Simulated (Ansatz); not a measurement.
Pulling on the Se3–H4 bond in CdFHSe (SMILES [F][Cd][SeH]) (multiplicity 1 held, fragments rigid). Energies count from the point at 1.473 Å.
Geometry at that point (charge 0, multiplicity 1):
```xyz
4

Cd     0.418    -0.540     0.290
F      1.523    -1.957     1.065
Se    -0.971     1.219    -0.706
H     -0.768     2.087     0.468
```

Restricted levels (R-, RO-) in cc, def2 and unpolarised 6-31G sets keep to the state of the molecule at rest. Active spaces are followed from a long bond inwards. Curves can end on different states.

Correlated levels freeze the cores. Filled d and f shells under p-block atoms count as core.

Run with Ansatz (Gaussian basis) for Hartree–Fock, density functionals and correlated methods.  In def2 rows elements past Kr take small-core potentials, without spin–orbit coupling.

Problem. Estimate the energy at R = 4.715 Å that R-MP2/def2-SVP returns for this input.

Solution. 4.22 eV

Problem. Predict the energy at R = 4.715 Å from FIC-MRCISD+Q on CASSCF(4,3)/def2-SVP.

Solution. 3.43 eV

Problem. What energy at R = 4.715 Å does CASSCF(4,3)/def2-SVP give?

Solution. 3.08 eV

Doubts at one or more of the structures used: a restricted determinant that unrestricted orbitals would lower (R-MP2/def2-SVP); active orbitals that take no part (CASSCF(4,3)/def2-SVP, FIC-MRCISD+Q on CASSCF(4,3)/def2-SVP).

Ansatz is a quantum-chemistry and plane-wave program.
